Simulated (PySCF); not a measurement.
Excitation energy of In by level of theory

In [Kr] 4d10 5s2 5p1 (2P) → In [Kr] 4d10 5s1 5p2 (4P), as a difference of total energies. Computed with PySCF 2.14 in aug-cc-pVQZ-PP with ECP28MDF, with a scalar-relativistic core potential. Correlated levels: valence: 4s2 4p6 4d10 frozen. The calculations carry no spin-orbit coupling.

| method | excitation energy (eV) |
| --- | --- |
| UHF | 2.885 |
| MP2 (valence) | 3.552 |
| SCS-MP2 (valence) | 3.808 |
| CCSD (valence) | 3.741 |
| CCSD(T) (valence) | 3.761 |

Question: How much does correlation contribute at CCSD(T) (valence)?

Answer: 3.761 − (2.885) = 0.876 eV, measured against UHF.

Errors of the correlated levels include the incompleteness of this basis and the frozen core.

For comparison: 4.350 eV (measured; NIST levels, between the centres of gravity of the two terms).
